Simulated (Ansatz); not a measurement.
Consider the homolysis of the H–In bond: `[OH][InH][SH]` → H• + `[OH][In][SH]`•.

Program: Ansatz. Geometries: PBE0-D4/def2-TZVP. ΔE: electronic, gas phase. CCSD(T)/CBS adds triple-zeta CCSD(T) − MP2 to the extrapolated MP2 energy (def2 sets, frozen cores). This one scheme is used for every species, atoms too. Functionals use def2-TZVPP. B3LYP here is the variant with VWN-RPA as its local correlation; programs differ in this. No spin–orbit coupling; open shells (•) take unrestricted orbitals. Elements past krypton have def2 core potentials. For In outer-core shells are correlated without core-valence functions, so the limit isn't a true one: a few kJ/mol of doubt a bond, and 10 to 20 or more in all where bonds break to atoms. Each species was taken in one conformer, which may not be the lowest.

```csv
level,ΔE (kcal/mol),difference from CCSD(T)/CBS
B3LYP-D4,68.2,-5.1
ωB97X-V,73.3,0.0
ωB97M-V,72.3,-1.0
PBE,65.5,-7.8
B3LYP,68.0,-5.3
HF/def2-TZVPP,53.3,-20.0
MP2/def2-TZVPP,69.6,-3.7
SCS-MP2/def2-TZVPP,72.0,-1.3
CCSD/def2-TZVPP,71.9,-1.4
CCSD(T)/def2-TZVPP,71.9,-1.4
MP2/def2-QZVPP,70.4,-2.9
SCS-MP2/def2-QZVPP,73.1,-0.2
CCSD/def2-QZVPP,72.5,-0.8
HF/CBS(def2),53.3,-20.0
MP2/CBS(def2),71.1,-2.2
CCSD/CBS(def2),73.4,0.1
CCSD(T)/CBS,73.3,0
```

Largest T1 diagnostic among the species: 0.020.

In def2-TZVPP, CCSD(T) changes the Hartree–Fock value by +18.6 kcal/mol (the triples alone add −0.0 kcal/mol) and MP2 by +16.3 kcal/mol; breaking electron pairs costs correlation energy, which Hartree–Fock lacks. From PBE to PBE0 (25 % exact exchange), in def2-TZVPP and without D4, ΔE moves by +2.3 kcal/mol.
